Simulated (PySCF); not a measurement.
A GIAO shielding run with PySCF (density fitting, non-relativistic, gas phase) on `C=C[C@@H](CF)C(=O)NC`, C$_{6}$H$_{10}$FNO:

```
$ OMP_NUM_THREADS=1 python probes_run.py task.json out

{"job": {"kind": "nmr", "xc": "PBE0", "basis": "pcSseg-1"}, "charge": 0, "multiplicity": 1}
C     -1.792005     1.556133    -0.803223
C     -1.268025     0.344344    -0.840311
C     -0.797737    -0.410819     0.366211
C     -1.429186    -1.799893     0.441940
F     -2.774294    -1.698119     0.695911
C      0.731148    -0.570075     0.333814
O      1.288349    -1.640193     0.441321
N      1.380807     0.601154     0.188022
C      2.819064     0.689219     0.117425
H     -2.115655     2.063334    -1.695543
H     -1.938800     2.085915     0.124507
H     -1.145323    -0.174873    -1.781580
H     -1.064254     0.141013     1.275045
H     -0.986437    -2.380572     1.255937
H     -1.316473    -2.341676    -0.501516
H      0.845576     1.447241     0.068762
H      3.136790     1.082909    -0.849915
H      3.212744    -0.317887     0.244979
H      3.203906     1.332095     0.910749
```

Hardware: 1 thread of an Intel Xeon, shared host. The job also computes population analyses, field gradients.

Question: How large is the calculation?

Answer: 70 electrons, 203 basis functions and 1044 auxiliary functions.

Question: How long does it take, and how much memory does it need?

Answer: 61 s of wall time, with 14 SCF cycles and 5 response iterations; peak memory 0.9 GiB. Times on a shared host scatter by some tens of per cent.
